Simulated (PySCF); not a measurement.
HO₃, SMILES [O]OO, multiplicity 2.

The structure is a stationary point at TPSSh-D3(BJ)/def2-TZVP. Other conformers were not sampled.

The numbers are results of TDA-PBE/def2-TZVPD in PySCF, not measurements.

Vertical excitations. Isolated molecule, no solvent.

```
state    energy (eV)  λ (nm)      f                                                 main pairs
-------  -----------  ------  -----  ---------------------------------------------------------
root 1          2.72     456  0.000                         α HOMO→LUMO 11 %, β HOMO→LUMO 88 %
root 2          2.94     422  0.000                         α HOMO→LUMO 87 %, β HOMO→LUMO 11 %
root 3          3.29     377  0.007                     α HOMO−1→LUMO 14 %, β HOMO−1→LUMO 84 %
root 4          3.64     341  0.000                     α HOMO−1→LUMO 41 %, β HOMO→LUMO+1 55 %
root 5          4.37     284  0.000                   α HOMO−2→LUMO 33 %, β HOMO−1→LUMO+1 65 %
root 6          5.24     237  0.000                   α HOMO−2→LUMO 66 %, β HOMO−1→LUMO+1 33 %
root 7          5.85     212  0.001                                        α HOMO→LUMO+1 100 %
root 8          5.94     209  0.000                                         β HOMO−2→LUMO 99 %
root 9          6.85     181  0.001                   α HOMO−3→LUMO 57 %, β HOMO−2→LUMO+1 39 %
root 10         7.07     175  0.033  α HOMO−1→LUMO 8 %, β HOMO→LUMO+2 61 %, β HOMO−3→LUMO 12 %
```
Unrestricted roots are not spin-pure.
